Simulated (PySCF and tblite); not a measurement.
Values are calculated unless marked as measured or tabulated.
C4H7FO2S, numbered as in [CH3:1][C@@H:2]1[CH2:3][S:4](=[O:5])(=[O:6])[C@@H:7]1[F:8].

Level: PBE0-D3(BJ)/def2-SVP (IEF-PCM, acetone)//GFN2-xTB, thermal terms from GFN2-xTB, symmetry numbers and mirror pairs counted. Conformers within 2.5 kcal/mol (GFN2-xTB free energy) were kept, 4 at most. Of two unlike H on one atom, a is the less shielded (B97-2/pcSseg-1 (IEF-PCM, acetone)). Run with PySCF (density fitting) and tblite.

An NOE distance is ⟨r⁻⁶⟩^(−1/6) over all pairs of like atoms and, for the average, over conformers.

The 4-ring runs over atoms 2–3–4–7.

| conformer | shape | weight % |
| --- | --- | --- |
| 1 | 4-ring puckered (ring torsions -18, 18, -21, 21°) | 61.1 |
| 2 | 4-ring puckered (ring torsions 16, -16, 20, -20°) | 38.9 |

Task: Which H–H contacts under 3.5 Å would NOEs report (pairs on one atom left out) at 298.15 K?

Result: 
```json
{"pair": "H2 ··· H3a", "in 1 (Å)": "2.47", "in 2 (Å)": "2.42", "average (Å)": "2.45"}
{"pair": "H2 ··· H7", "in 1 (Å)": "2.48", "in 2 (Å)": "2.42", "average (Å)": "2.46"}
{"pair": "H1 ··· H2", "in 1 (Å)": "2.62", "in 2 (Å)": "2.61", "average (Å)": "2.61"}
{"pair": "H1 ··· H3b", "in 1 (Å)": "2.77", "in 2 (Å)": "2.86", "average (Å)": "2.80"}
{"pair": "H2 ··· H3b", "in 1 (Å)": "2.87", "in 2 (Å)": "3.06", "average (Å)": "2.93"}
{"pair": "H3a ··· H7", "in 1 (Å)": "3.00", "in 2 (Å)": "4.05", "average (Å)": "3.20"}
```

Longer pairs under the limit may be missing.

Task: In a model where alignment follows shape alone (order matrix 0.0005 × (3G/tr G − 1)/2, G the second moments of the atom positions; splitting J + 2D), what are the one-bond C–H dipolar couplings D?

Result: H1 0.6 Hz (0.2 in conformer 1), H2 2.0 Hz (1.5 in conformer 1), H3a 1.0 Hz (0.5 in conformer 1), H3b 1.3 Hz (0.6 in conformer 1), H7 1.1 Hz (0.5 in conformer 1).


Conformer gaps in def2-SVP on xTB geometries can be 2 kcal/mol too large for S=O, P=O and other polar bonds.